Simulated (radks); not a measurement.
Spherical quantum dot in the effective-mass picture: electrons in a well V = -V0 / (1 + exp((r - R)/a)) with V0 = 2.54, R = 9.07, a = 0.47, with a point charge +2 (a donor) at the centre, all in effective atomic units (hartree* = m*/eps^2 hartree, bohr* = eps/m* bohr), one dielectric constant everywhere. Calculated with a radial shooting solver with Libxc functionals: non-relativistic Kohn-Sham, LDA (Slater exchange, Perdew-Wang correlation), spin-polarised, spherical densities. Levels are named by radial order and angular momentum (1s, 1p, 1d, 2s, ...), and open shells are averaged over m. Each electron was tried in the lowest free levels, single moves between levels near the top were tried too, and the lowest total energy was kept; such a search can miss a lower state. The series stops at N = 18: beyond it a trial failed or the search could not be trusted, so later rows were left out. At N = 1 the Hartree and exchange-correlation terms need not cancel, so that row can carry a self-interaction error.

| N | open shells | 2S | E (hartree*) | addition energy mu(N+1) - mu(N) (hartree*) | rms radius (bohr*) |
|---|---|---|---|---|---|
| 1 | 1s(up 1, down 0) | 1 | -4.48176 | 1.049 | 0.8943 |
| 2 | none | 0 | -7.91445 | 0.9799 | 1.134 |
| 3 | 2s(up 1, down 0) | 1 | -10.3672 | 0.1512 | 3.143 |
| 4 | none | 0 | -12.6688 | 0.1705 | 3.925 |
| 5 | 1p(up 1, down 0) | 1 | -14.7998 | 0.1360 | 4.426 |
| 6 | 1p(up 3, down 0) 2s(up 1, down 0) | 4 | -16.7949 | 0.1418 | 4.787 |
| 7 | 1p(up 3, down 0) | 3 | -18.6481 | 0.1607 | 5.051 |
| 8 | 1p(up 3, down 1) | 2 | -20.3406 | 0.1311 | 5.270 |
| 9 | 1p(up 3, down 2) | 1 | -21.9020 | 0.1317 | 5.451 |
| 10 | none | 0 | -23.3318 | 0.1892 | 5.603 |
| 11 | 1d(up 1, down 0) | 1 | -24.5724 | 0.1282 | 5.750 |
| 12 | 1d(up 2, down 0) | 2 | -25.6848 | 0.1281 | 5.875 |
| 13 | 1d(up 3, down 0) | 3 | -26.6691 | 0.1280 | 5.985 |
| 14 | 1d(up 4, down 0) | 4 | -27.5254 | 0.1277 | 6.081 |
| 15 | 1d(up 5, down 0) | 5 | -28.2540 | 0.1537 | 6.168 |
| 16 | 1d(up 5, down 1) | 4 | -28.8289 | 0.1249 | 6.246 |
| 17 | 1d(up 5, down 2) | 3 | -29.2790 | 0.1249 | 6.318 |
| 18 | 1d(up 5, down 3) | 2 | -29.6041 | - | 6.384 |

All shells are closed at N = 2, 4, 10 (there: 1s2 1p6 2s2); the second difference of the energy has clear peaks (12 % above both neighbours; the first and last values, which can be the largest, are not judged, and half-filled shells can peak too) at N = 4, 7, 10, 15.
